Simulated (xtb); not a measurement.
Te(NH2)(OSiH3) (H5NOSiTe), SMILES N[Te]O[SiH3]. All values are semi-empirical tight-binding results from xtb (GFN2-xTB unless named), good for trends rather than for accurate numbers. Coordinates come from a GFN2-xTB optimisation. This is a generated structure with no PubChem entry under its InChIKey; it may be hypothetical. The values are those of a single conformer.

```json
{
 "orbital_gap": "3.42 eV",
 "zero_point_energy": "32.5 kcal/mol",
 "G − E(el) at 298.15 K (modified RRHO)": "11.7 kcal/mol",
 "static polarisability (D4 model)": "84.6 bohr³",
 "solvation energy, GFN2-xTB/ALPB(water)": "-5.2 kcal/mol",
 "solvation energy, GFN2-xTB/ALPB(benzene)": "-5.2 kcal/mol"
}
```
